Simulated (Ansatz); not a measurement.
`OC(=[Se])O[SiH3]` + `OB(O)Cl` → `OB(Cl)O[SiH3]` + `OC(O)=[Se]`  (ligand exchange at the Si–O bond)

Calculated with Ansatz (gas phase, PBE0-D4/def2-TZVP geometries, no zero-point term in ΔE). CBS: MP2 limit from def2 TZ/QZ plus the TZ coupled-cluster correction, frozen cores. Functionals use def2-TZVPP. B3LYP here is the variant with VWN-RPA as its local correlation; programs differ in this. For Se outer-core shells are correlated without core-valence functions, which leaves a few kJ/mol of doubt a bond. Scalar relativity is left out up to krypton. One conformer a species, not always the lowest.

(1) Is it downhill or uphill in electronic energy at CCSD(T)/CBS, and by how much? (Best estimate.)

(2) What do these levels give: PBE-D4, PBE0-D4, B3LYP-D4, ωB97X-V, ωB97M-V, r2SCAN, PBE0, B3LYP, HF/def2-TZVPP, SCS-MP2/def2-TZVPP, CCSD(T)/def2-TZVPP, HF/def2-QZVPP? (Best estimate.)

Largest T1 diagnostic among the species: 0.016.

## Answers

(1) The calculation gave: Downhill: ΔE = -0.04 eV.

(2) The calculation gave: PBE-D4 -0.03, PBE0-D4 -0.05, B3LYP-D4 -0.07, ωB97X-V -0.07, ωB97M-V -0.06, r2SCAN -0.07, PBE0 -0.06, B3LYP -0.11, HF/def2-TZVPP -0.19, SCS-MP2/def2-TZVPP -0.06, CCSD(T)/def2-TZVPP -0.05, HF/def2-QZVPP -0.19 eV.

The D4 term adds +0.04 eV with B3LYP and +0.02 eV with PBE0; it sums over pairs of atoms, weighted by their polarisabilities, and B3LYP, whose exchange is more repulsive, gets the larger term. In def2-TZVPP, CCSD(T) changes the Hartree–Fock value by +0.14 eV (the triples alone add +0.02 eV) and MP2 by +0.16 eV.
